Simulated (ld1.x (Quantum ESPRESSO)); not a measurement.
# Scattering properties, ultrasoft potential for chromium (Cr)

* Element: Cr (Z = 24)
* Generator: ld1.x (Quantum ESPRESSO) 7.5
* Type: ultrasoft
* Functional: PBE
* Relativity: scalar-relativistic
* Frozen core: [Ar]
* Valence charge: 6
* Reference configuration: 3d4 4s0 4p0 (charge +2)
* Partial waves: 4s (bound, empty): rcut 2.25, rcutus 2.70 bohr; 4s channel at -1 Ry: rcut 2.25, rcutus 2.70 bohr; 4p (bound, empty): rcut 1.50, rcutus 2.05 bohr; 4p channel at 0.35 Ry: rcut 1.50, rcutus 2.05 bohr; 3d (bound): rcut 2.00, rcutus 2.10 bohr; 3d channel at -1.3 Ry: rcut 2.00, rcutus 2.10 bohr
* Local potential: all-electron potential smoothed inside 2.60 bohr (lloc = -1)
* Core correction: Bessel-smoothed model core, default radius (core density twice the valence density)
* Augmentation charge: PSQ, radius 1.50 bohr

The phase is arctan(r·u′/u) with u = r·R(r), unwrapped; energies in Ry, scanned from -4 to 5 Ry. A pole is an energy at which the radial function vanishes at the test radius. The pseudo phase is shifted by a multiple of π to meet the all-electron one at the reference energy, and phase errors are pseudo minus all-electron; the curves can meet again beyond the range given. Levels narrower than the energy grid can be missing from the lists of poles.

Question: For each channel, where are the poles, and over which energies does the pseudopotential scatter like the atom?

Answer:

| channel | radius (bohr) | reference energy (Ry) | poles, all-electron | poles, pseudo | unbroken range about the reference energy with phases within 0.05 rad | phase error 1 Ry above the reference energy (rad) |
| --- | --- | --- | --- | --- | --- | --- |
| s | 2.94 | -1.37 | -0.18 | -0.19, 2.70 | below 1.6 | -0.000 |
| p | 2.94 | -0.99 | 0.64 | -2.98, 0.64 | -2.9 to 3.0 | +0.000 |
| d | 2.94 | -1.68 | -1.59, 2.08 | -1.59, 2.17 | below 3.6 | +0.000 |

Note: ghost state, extra bound levels that the all-electron valence spectrum of the same l lacks: p at -40.4 eV. A true bound ghost makes a file unfit for plane-wave use.

Phases in the p channel:

```csv
E (Ry),all-electron,pseudo
-4.00,1.361,4.496
-3.76,1.349,4.484
-3.52,1.336,4.469
-3.28,1.321,4.449
-3.04,1.302,4.379
-2.80,1.280,1.295
-2.56,1.251,1.257
-2.32,1.213,1.216
-2.08,1.161,1.163
-1.84,1.082,1.083
-1.60,0.953,0.954
-1.36,0.711,0.712
-1.12,0.212,0.212
-0.88,-0.523,-0.523
-0.64,-1.010,-1.010
-0.40,-1.248,-1.248
-0.16,-1.377,-1.377
0.08,-1.458,-1.458
0.32,-1.514,-1.514
0.56,-1.558,-1.558
0.80,-1.594,-1.593
1.04,-1.625,-1.625
1.28,-1.656,-1.655
1.52,-1.686,-1.685
1.76,-1.719,-1.717
2.00,-1.756,-1.753
2.24,-1.802,-1.796
2.48,-1.863,-1.851
2.72,-1.952,-1.929
2.96,-2.098,-2.048
3.20,-2.373,-2.255
3.44,-2.930,-2.652
3.68,-3.650,-3.305
3.92,-4.081,-3.864
4.16,-4.292,-4.162
4.40,-4.409,-4.321
4.64,-4.482,-4.417
4.88,-4.533,-4.480
```
